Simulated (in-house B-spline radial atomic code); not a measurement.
Orbital energies and mean radii along the 20-electron series, configuration [Ar] 3d2. The effective charge is n√(-2ε), a non-relativistic measure. Computed with a radial B-spline atomic code at the basis-set limit: Dirac-Hartree-Fock, average of the configuration, finite nuclei.

| ion | Z | energy of 2p1/2 (Eh) | mean radius of 2p1/2 (bohr) | energy of 3p3/2 (Eh) | mean radius of 3p3/2 (bohr) | effective charge of 2p1/2 |
| --- | --- | --- | --- | --- | --- | --- |
| Sr18+ | 38 | -99.167 | 0.14638 | -30.457 | 0.44627 | 28.166 |
| Zr20+ | 40 | ? | ? | ? | ? | ? |
| Nb21+ | 41 | -122.11 | 0.13353 | -38.975 | 0.40205 | 31.255 |
| Mo22+ | 42 | -130.33 | 0.12969 | -42.041 | 0.38919 | 32.29 |
| Tc23+ | 43 | -138.83 | 0.12604 | -45.222 | 0.37712 | 33.327 |
| Ru24+ | 44 | ? | ? | ? | ? | ? |
| Rh25+ | 45 | -156.72 | 0.11927 | -51.924 | 0.35507 | 35.408 |
| Pd26+ | 46 | -166.1 | 0.11612 | -55.447 | 0.34498 | 36.453 |
| Ag27+ | 47 | -175.78 | 0.11311 | -59.084 | 0.33543 | 37.5 |
| Cd28+ | 48 | -185.76 | 0.11023 | -62.836 | 0.32639 | 38.55 |
| In29+ | 49 | -196.04 | 0.10748 | -66.702 | 0.31782 | 39.602 |
| Sn30+ | 50 | -206.63 | 0.10485 | -70.684 | 0.30968 | 40.658 |
| Sb31+ | 51 | -217.53 | 0.10232 | -74.781 | 0.30194 | 41.717 |
| Te32+ | 52 | -228.74 | 0.099892 | -78.993 | 0.29457 | 42.778 |
| I33+ | 53 | -240.27 | 0.09756 | -83.32 | 0.28754 | 43.842 |
| Xe34+ | 54 | -252.12 | 0.095317 | -87.764 | 0.28083 | 44.91 |
| Cs35+ | 55 | ? | ? | ? | ? | ? |
| Ba36+ | 56 | -276.78 | 0.091076 | -96.999 | 0.26828 | 47.055 |
| La37+ | 57 | -289.6 | 0.089069 | -101.79 | 0.26241 | 48.133 |

Fill in the row of Zr20+.

energy of 2p1/2 (Eh): -114.18; mean radius of 2p1/2 (bohr): 0.13758; energy of 3p3/2 (Eh): -36.022; mean radius of 3p3/2 (bohr): 0.41579; effective charge of 2p1/2: 30.223.

Fill in the row of Ru24+.

energy of 2p1/2 (Eh): -147.63; mean radius of 2p1/2 (bohr): 0.12257; energy of 3p3/2 (Eh): -48.516; mean radius of 3p3/2 (bohr): 0.36576; effective charge of 2p1/2: 34.366.

Fill in the row of Cs35+.

energy of 2p1/2 (Eh): -264.28; mean radius of 2p1/2 (bohr): 0.093157; energy of 3p3/2 (Eh): -92.323; mean radius of 3p3/2 (bohr): 0.27441; effective charge of 2p1/2: 45.981.

How does the screening of 2p1/2 change?

Z less the effective charge goes from 9.83 at Z = 38 to 8.87 at Z = 57.
